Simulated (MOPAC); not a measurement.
MOPAC input (PM3):

```
PM3 1SCF GEO-OK AUX(PRECISION=9) THREADS=1
HI

I    -0.00000000 1   -0.00000000 1   -0.02991592 1
H     0.00000000 1    0.00000000 1    1.58554378 1
```

From the last part of the output:

```
                                                       MOPAC v23.2.5 Linux

          FINAL HEAT OF FORMATION =         30.05175 KCAL/MOL =     125.73652 KJ/MOL

          COSMO AREA              =         69.32 SQUARE ANGSTROMS
          COSMO VOLUME            =         53.74 CUBIC ANGSTROMS

          IONIZATION POTENTIAL    =         10.014529 EV
          HOMO LUMO ENERGIES (EV) =        -10.015 -0.778
          NO. OF FILLED LEVELS    =          4
          MOLECULAR WEIGHT        =        127.9124         POINT GROUP:  C*v

          MOLECULAR DIMENSIONS (Angstroms)

            Atom       Atom       Distance
            H     2    I     1     1.61546
            H     2    I     1     0.00000
            I     1    H     2     0.00000

          SCF CALCULATIONS        =          1

   ATOM   CHEMICAL          X               Y               Z
  NUMBER   SYMBOL      (ANGSTROMS)     (ANGSTROMS)     (ANGSTROMS)

     1       I         -0.00000000  *  -0.00000000  *  -0.02991592  *
     2       H          0.00000000  *   0.00000000  *   1.58554378  *

                             CARTESIAN COORDINATES

   1    I       -0.000000000    -0.000000000    -0.029915920
   2    H        0.000000000     0.000000000     1.585543780

           Empirical Formula: H I  =     2 atoms

      MOLECULAR POINT GROUP   :   C*v

                  EIGENVALUES
 -15.04640 -13.29129 -10.01453 -10.01453  -0.77848

              NET ATOMIC CHARGES AND DIPOLE CONTRIBUTIONS

  ATOM NO.   TYPE          CHARGE      No. of ELECS.   s-Pop       p-Pop
    1          I          -0.088977        7.0890     1.95701     5.13197
    2          H           0.088977        0.9110     0.91102
 DIPOLE           X         Y         Z       TOTAL
 POINT-CHG.     0.000     0.000     0.690     0.690
 HYBRID        -0.000     0.000     0.155     0.155
 SUM           -0.000     0.000     0.846     0.846

          ATOMIC ORBITAL ELECTRON POPULATIONS

     Atom    s        px        py        pz
    1  I   1.95701   2.00000   2.00000   1.13197
    2  H   0.91102

 **********************
 *                    *
 * JOB ENDED NORMALLY *
 *                    *
 **********************

 == MOPAC DONE ==
```
